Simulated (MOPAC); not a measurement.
Input file for MOPAC: PM7 on AuN, 2S+1 = 3, a spin state set in the input, which need not be the lowest, a point of a bond scan (R = 2.065 Å).

```
PM7 1SCF PRECISE CHARGE=0 UHF MS=1 THREADS=1
AuN

Au     0.00000000 1     0.00000000 1     0.00000000 1
N      0.00000000 1     0.00000000 1     2.06481700 1
```

Output:

```
*******************************************************************************
 **                                                                           **
 **                              MOPAC v23.2.5                                **
 **                                                                           **
 *******************************************************************************
 ** MOPAC's Digital Object Identifier: https://doi.org/10.5281/zenodo.6511958 **
 **                                                                           **
 ** Please cite the open-source release paper for use of this MOPAC version:  **
 ** J. E. Moussa and J. J. P. Stewart (2026)                                  **
 ** MOPAC: An open-source semiempirical molecular orbital program             **
 ** J. Open Source Softw., 11(119), 8025, https://doi.org/10.21105/joss.08025 **
 *******************************************************************************

                              PM7 CALCULATION RESULTS

 *******************************************************************************
 *  PM7        - The PM7 Hamiltonian to be used
 *  UHF        - UNRESTRICTED HARTREE-FOCK CALCULATION
 *
 *
 *
 *                 CHARGE ON SYSTEM = 0
 *
 *
 *
 *  MS=        - IN MECI, MAGNETIC COMPONENT OF SPIN =  1.0
 *  PRECISE    - TIGHTER CRITERIA TO BE USED
 *  1SCF       - DO 1 SCF AND THEN STOP
 *  THREADS=1  - MULTI-THREADING NOT USED
 *  T=         - A TIME OF 172800.0 SECONDS REQUESTED
 *  DUMP=N     - RESTART FILE WRITTEN EVERY 7200.0 SECONDS REQUESTED
 *******************************************************************************
PM7 1SCF PRECISE CHARGE=0 UHF MS=1 THREADS=1
 AuN

   ATOM   CHEMICAL          X               Y               Z
  NUMBER   SYMBOL      (ANGSTROMS)     (ANGSTROMS)     (ANGSTROMS)

     1      Au          0.00000000  *   0.00000000  *   0.00000000  *
     2       N          0.00000000  *   0.00000000  *   2.06481700  *



          CARTESIAN COORDINATES

    NO.       ATOM           X           Y           Z

     1        Au          0.0000      0.0000      0.0000
     2         N          0.0000      0.0000      2.0648

 General Reference for PM7:
 "Optimization of Parameters for Semiempirical Methods VI: More Modifications to the
 NDDO Approximations and Re-optimization of Parameters", J. J. P. Stewart, J. Mol. Mod., 1:32, 19 (2013)
 https://link.springer.com/article/10.1007/s00894-012-1667-x

           Empirical Formula: N Au  =     2 atoms



      MOLECULAR POINT GROUP   :   C*v


          UHF CALCULATION, NO. OF ALPHA ELECTRONS =    9
                           NO. OF BETA  ELECTRONS =    7

 -------------------------------------------------------------------------------
 PM7 1SCF PRECISE CHARGE=0 UHF MS=1 THREADS=1
 AuN



     1SCF WAS SPECIFIED, SO BFGS WAS NOT USED
     SCF FIELD WAS ACHIEVED


                              PM7 CALCULATION
                                                       MOPAC v23.2.5 Linux




          FINAL HEAT OF FORMATION =        154.40921 KCAL/MOL =     646.04812 KJ/MOL


          COSMO AREA              =         68.62 SQUARE ANGSTROMS
          COSMO VOLUME            =         49.50 CUBIC ANGSTROMS

          IONIZATION POTENTIAL    =          9.481167 EV
          ALPHA SOMO LUMO (EV)    =        -10.512 -0.644
          BETA  SOMO LUMO (EV)    =         -9.481  0.313
          NO. OF ALPHA ELECTRONS  =          9
          NO. OF BETA  ELECTRONS  =          7
          MOLECULAR WEIGHT        =        210.9732         POINT GROUP:  C*v

          MOLECULAR DIMENSIONS (Angstroms)

            Atom       Atom       Distance
            N     2   Au     1     2.06482
            N     2   Au     1     0.00000
           Au     1    N     2     0.00000


          SCF CALCULATIONS        =          1





   ATOM   CHEMICAL          X               Y               Z
  NUMBER   SYMBOL      (ANGSTROMS)     (ANGSTROMS)     (ANGSTROMS)

     1      Au          0.00000000  *   0.00000000  *   0.00000000  *
     2       N          0.00000000  *   0.00000000  *   2.06481700  *

                             CARTESIAN COORDINATES

   1   Au        0.000000000     0.000000000     0.000000000
   2    N        0.000000000     0.000000000     2.064817000


           Empirical Formula: N Au  =     2 atoms



      MOLECULAR POINT GROUP   :   C*v


          ALPHA EIGENVALUES
 -30.50692 -14.64172 -13.67879 -13.67879 -11.96644 -11.96644 -11.92104 -11.92104
 -10.51190  -0.64431  68.09342  68.09342  68.24548


           BETA EIGENVALUES
 -24.07289 -13.50704 -12.92494 -12.92494 -12.34753 -12.34753  -9.48117   0.31316
   0.31316   0.82908  67.92745  67.92745  67.97461


              NET ATOMIC CHARGES AND DIPOLE CONTRIBUTIONS

  ATOM NO.   TYPE          CHARGE      No. of ELECS.   s-Pop       p-Pop       d-Pop
    1         Au           0.072883       10.9271     1.07385     0.01850     9.83477
    2          N          -0.072883        5.0729     1.93632     3.13656
 DIPOLE           X         Y         Z       TOTAL
 POINT-CHG.     0.000     0.000    -0.723     0.723
 HYBRID        -0.000    -0.000    -1.411     1.411
 SUM           -0.000    -0.000    -2.133     2.133


          ATOMIC ORBITAL ELECTRON POPULATIONS

     Atom    s        px        py        pz      x^2-y^2     xz        z^2       yz        xy
    1 Au   1.07385   0.00076   0.00076   0.01698   2.00000   1.99005   1.85467   1.99005   2.00000
    2  N   1.93632   1.00919   1.00919   1.11819


                    (SZ)    =    1.000000
                    (S**2)  =    2.221922


          ATOMIC ORBITAL SPIN POPULATIONS

    Atom   Total    s     px     py     pz   x^2-y^2  xz     z^2    yz     xy
         Atomic
    1 Au -0.4102 -0.446  0.001  0.001  0.002 -0.000  0.010  0.012  0.010 -0.000
    2  N  2.4102 -0.008  0.989  0.989  0.440

 **********************
 *                    *
 * JOB ENDED NORMALLY *
 *                    *
 **********************




 == MOPAC DONE ==
```

The run finished. Its determinant has ⟨S²⟩ = 2.22, a mixture of spin states.

Cost: around 0.03 core-seconds (rough).
